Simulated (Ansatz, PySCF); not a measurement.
This PySCF input computes a SVWN5/def2-TZVPD energy:

```python
from pyscf import gto, scf, dft

mol = gto.M(
    atom='''
    Se   -0.00812663   -0.28330172    0.07847759
    F     1.93385004   -0.25006775    0.02401380
    F     0.04141530    1.44377429   -0.39994083
    F    -1.94456472   -0.12345560    0.07945614
    ''',
    basis='def2-tzvpd',
    charge=-1,
    spin=0,
    verbose=4,
)

mf = dft.RKS(mol, xc='svwn').density_fit(auxbasis='def2-universal-jkfit')
mf.grids.level = 3
mf.conv_tol = 1e-9
mf.max_cycle = 100
mf.max_memory = 1500
mf.kernel()
if not mf.converged:
    mf = mf.newton()
    mf.kernel(mf.make_rdm1())
mf.analyze()
```

Question: Write an input for the same energy in Ansatz (an electronic-structure program) and say what it gives.

Answer: 
Ansatz 0.2 input:
```yaml
crystal:
  periodic: [false, false, false]
  atoms:
    - {symbol: Se, position_ang: [-0.00812663, -0.28330172, 0.07847759]}
    - {symbol: F, position_ang: [1.93385004, -0.25006775, 0.02401380]}
    - {symbol: F, position_ang: [0.04141530, 1.44377429, -0.39994083]}
    - {symbol: F, position_ang: [-1.94456472, -0.12345560, 0.07945614]}
basis:
  gaussian:
    orbitals: def2-TZVPD
hamiltonian:
  xc: {name: SVWN5}
total_charge: -1
output: {forces: true}
```
It gives -2696.00872 Eh, and PySCF -2696.00878 Eh, a difference of 0.06 mEh, from the treatment of integrals and grids.
